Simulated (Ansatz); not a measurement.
Ansatz (a quantum-chemistry and plane-wave program) input (HF/def2-TZVP):

Ansatz 0.2 input:
```yaml
crystal:
  periodic: [false, false, false]
  atoms:
    - {symbol: Li, position_ang: [-0.00000000, -0.00000000, -1.22408035]}
    - {symbol: O, position_ang: [0.00000000, 0.00000000, 0.45903013]}
basis:
  gaussian:
    orbitals: def2-TZVP
hamiltonian:
  xc: {name: HF}
magnetization: {spin_polarized: true, initial_magnetization: 1}
relax: {f_tol: 0.003, max_steps: 100}
```

Output:

```
Functional definition: HF
integrals: 0.00 GiB planned
331 factors; their error is unknown
mean field: 0.06 GiB planned
mean field evaluation 1: about -2238.2820 eV, gradient 2.0e1 eV
mean field evaluation 2: about -2239.3421 eV, gradient 1.2e1 eV
mean field evaluation 4: about -2239.7703 eV, gradient 2.3e-1 eV
mean field evaluation 8: about -2239.7949 eV, gradient 3.4e-4 eV
mean field evaluation 16: about -2239.7949 eV, gradient 6.9e-6 eV
mean field evaluation 32: about -2236.0957 eV, gradient 1.7e1 eV
mean field evaluation 64: about -2234.2433 eV, gradient 1.6e1 eV
mean field evaluation 96: about -2239.3881 eV, gradient 1.7e-1 eV
mean field -2239.79494560 eV, -82.3109460634 hartree, gradient 6.9e-6 eV, S^2 0.758007; 3 other end points of the search recorded, 0 dependent functions left out
the calculation of the forces begins
reference -2239.79494560 eV, -82.3109460634 hartree; 6, 5 occupied and 39, 40 virtual orbitals, 331 factors
relax step   1: F+E_penalty+E_count = -2239.79494560 eV  Δ(F+E_penalty+E_count) = +0.000e0 eV  max|allowed force component| = 1.046e-1 eV/Å  Δτ_max = 0.0000 Å  (195 SCF iters, accepted)
these checks for a lower state are left out or cut short: starts, cluster_reference, orbital_swaps, neighbouring_geometries, increment
integrals: 0.00 GiB planned
331 factors; their error is unknown
mean field: 0.06 GiB planned
mean field -2239.79526456 eV, -82.3109577847 hartree, gradient 1.6e-5 eV, S^2 0.757981; 0 other end points of the search recorded, 0 dependent functions left out
the calculation of the forces begins
reference -2239.79526456 eV, -82.3109577847 hartree; 6, 5 occupied and 39, 40 virtual orbitals, 331 factors
relax step   2: F+E_penalty+E_count = -2239.79526456 eV  Δ(F+E_penalty+E_count) = -3.190e-4 eV  max|allowed force component| = 5.298e-2 eV/Å  Δτ_max = 0.0020 Å  (47 SCF iters, accepted)
these checks for a lower state are left out or cut short: starts, cluster_reference, orbital_swaps, neighbouring_geometries, increment
integrals: 0.00 GiB planned
331 factors; their error is unknown
mean field: 0.06 GiB planned
mean field evaluation 128: about -2239.7954 eV, gradient 5.0e-5 eV
mean field -2239.79537270 eV, -82.3109617588 hartree, gradient 1.6e-5 eV, S^2 0.757954; 0 other end points of the search recorded, 0 dependent functions left out
the calculation of the forces begins
reference -2239.79537270 eV, -82.3109617588 hartree; 6, 5 occupied and 39, 40 virtual orbitals, 331 factors
relax step   3: F+E_penalty+E_count = -2239.79537270 eV  Δ(F+E_penalty+E_count) = -1.081e-4 eV  max|allowed force component| = 6.523e-4 eV/Å  Δτ_max = 0.0021 Å  (48 SCF iters, accepted)
integrals: 0.00 GiB planned
331 factors; their error is unknown
mean field: 0.06 GiB planned
mean field evaluation 160: about -2239.6214 eV, gradient 4.5e-1 eV
mean field evaluation 192: about -2237.6975 eV, gradient 2.0e1 eV
mean field evaluation 224: about -2239.3852 eV, gradient 1.0e0 eV
mean field -2239.79537270 eV, -82.3109617588 hartree, gradient 1.6e-5 eV, S^2 0.757954; 5 other end points of the search recorded, 0 dependent functions left out
the calculation of the forces begins
reference -2239.79537270 eV, -82.3109617588 hartree; 6, 5 occupied and 39, 40 virtual orbitals, 331 factors
Total energy: -2239.79537270 eV, -82.3109617588 hartree
Atom 0 at    -0.000000     0.000000    -1.219999 Å, force     0.000000     0.000000    -0.000652 eV/Å
Atom 1 at     0.000000    -0.000000     0.454949 Å, force    -0.000000    -0.000000     0.000652 eV/Å
Dipole moment:     0.000000    -0.000000    -1.424380 e Å
```
